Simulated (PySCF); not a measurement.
Gas-phase thermal properties of I₂

Computed with PySCF (xtb for GFN2) and rigid-rotor harmonic-oscillator thermochemistry at 1 bar. 'Table' is the NASA 1993 thermochemical table (part measured, part estimated). All species are closed-shell singlets. I: scalar-relativistic def2 core potential, no spin-orbit coupling. The harmonic model lacks anharmonicity and excited electronic states, which grow with temperature; levels with a mode under 35 cm⁻¹ are left out.

| level | point group | σ | ZPE (kJ/mol) | S°298 (J/mol/K) | Cp298 (J/mol/K) | S°1000 (J/mol/K) | H1000 − H298 (kJ/mol) |
|---|---|---|---|---|---|---|---|
| table | - | - | - | 260.7 | 36.9 | 306.1 | 26.4 |
| GFN2-xTB | D∞h | 2 | 1.5 | 259.3 | 36.5 | 304.1 | 26.1 |
| PBE/def2-SVP | D∞h | 2 | 1.2 | 261.1 | 36.8 | 306.1 | 26.1 |
| PBE0/def2-TZVP | D∞h | 2 | 1.4 | 260.1 | 36.6 | 305.0 | 26.1 |
σ: rotational symmetry number. Electronic degeneracy used: 1. Frequencies are unscaled.
